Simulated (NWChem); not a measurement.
System: ZnHOI; SMILES [OH][Zn][I]

```xyz
4

Zn     0.0184     1.2213     0.0000
I     -0.0084    -1.2091     0.0000
O     -0.1098     3.0025     0.0000
H      0.7694     3.4254     0.0000
```
Atoms are numbered in this order, from 1.

Results from NWChem. The geometry was optimised at PBE-D3(BJ)/def2-SVP (def2 core potentials past Kr).

### Question
Predict the results for PBE0/STO-3G (all-electron, non-relativistic). Quantities: highest occupied level (eV); orbital gap (eV); dipole (D).

### Answer
* **highest occupied level (eV)**: -0.63
* **orbital gap (eV)**: 2.54
* **dipole (D)**: 3.05
